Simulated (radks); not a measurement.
Spin polarisation of the 3d4 shell in the manganese ion Mn3+. Start: [Ar] 3d(up 2, down 2); electrons of 3d are moved from spin down to spin up, other shells keep equal spins. Method: scalar-relativistic Kohn-Sham, PBE, spin-polarised, spherical densities, finite nucleus; Fermi nuclear charge, rms radius of each element as measured or else 0.836 A^(1/3) + 0.57 fm; computed with a radial shooting solver on a logarithmic mesh with Libxc functionals.

moment (Bohr magnetons) = 0: E - E(0) (eV) 0.000; e(3d up) (eV) -41.203; e(3d down) (eV) -41.203; 3p down minus up (eV) 0.000
moment (Bohr magnetons) = 1: E - E(0) (eV) -0.273; e(3d up) (eV) -41.715; e(3d down) (eV) -40.623; 3p down minus up (eV) 1.156
moment (Bohr magnetons) = 2: E - E(0) (eV) -1.093; e(3d up) (eV) -42.158; e(3d down) (eV) -39.971; 3p down minus up (eV) 2.317
moment (Bohr magnetons) = 3: E - E(0) (eV) -2.462; e(3d up) (eV) -42.535; e(3d down) (eV) -39.242; 3p down minus up (eV) 3.486
moment (Bohr magnetons) = 4: E - E(0) (eV) -4.389; e(3d up) (eV) -42.845; e(3d down) (eV) -38.424; 3p down minus up (eV) 4.668

At moment 4 the spin-polarisation energy is -4.389 eV and the 3d exchange splitting 4.421 eV, that is 1.105 eV per Bohr magneton; E = -I m^2/4 would give I = 1.097 eV.
